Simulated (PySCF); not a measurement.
## Radial density of Lu(59+) (lutetium, charge +59)

BLYP, [Ne] 3s2, closed-shell 1S. All numbers are calculated (PySCF 2.14, the spin-free X2C one-electron Hamiltonian (Gaussian nucleus), in an uncontracted even-tempered set (17 s from 16 bohr⁻², ratio 2.5; 12 p from 21 bohr⁻², ratio 2.5; 4 d from 77 bohr⁻², ratio 2.7; 4 f from 110 bohr⁻², ratio 2.7)).

```tsv
r (bohr)	4πr²ρ (e/bohr)
0.0226	78.53
0.0381	88.14
0.0640	108.5
0.108	44.00
0.181	16.23
0.305	2.725
0.512	0.01996
```

Densities and radii are taken from the X2C orbitals without a picture-change correction, which distorts them close to the nucleus.

Spin-orbit coupling, which splits the p, d and f shells strongly at this Z, is absent.
